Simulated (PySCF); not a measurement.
# Radial density of Be⁺ (beryllium, charge +1)

revPBE, [He] 2p1, 2P determinant (an excited configuration). All numbers are calculated (PySCF 2.14, scalar relativity by spin-free X2C-1e, in aug-cc-pCVQZ-DK).

```tsv
r (bohr)	4πr²ρ (e/bohr)	4πr²(ρα − ρβ)
0.00630	0.01680	0.0000
0.0106	0.04550	-0.0001
0.0178	0.1209	-0.0002
0.0300	0.3093	-0.0005
0.0504	0.7418	-0.0012
0.0848	1.594	-0.0024
0.143	2.861	-0.0033
0.240	3.835	0.0012
0.404	3.232	0.0287
0.679	1.381	0.1140
1.14	0.4378	0.2853
1.92	0.4120	0.4093
3.23	0.1949	0.1949
5.43	0.01626	0.0163
9.14	9.973e-05	0.0001
```

Densities and radii are taken from the X2C orbitals without a picture-change correction, which distorts them close to the nucleus.

**Question.** Where is the radial spin density 4πr²(ρα − ρβ) most negative, and why is it negative at all?

**Answer.** Around r = 0.143 bohr, down to -0.0033 e/bohr: exchange with the open shell polarises the paired shells in an unrestricted calculation.
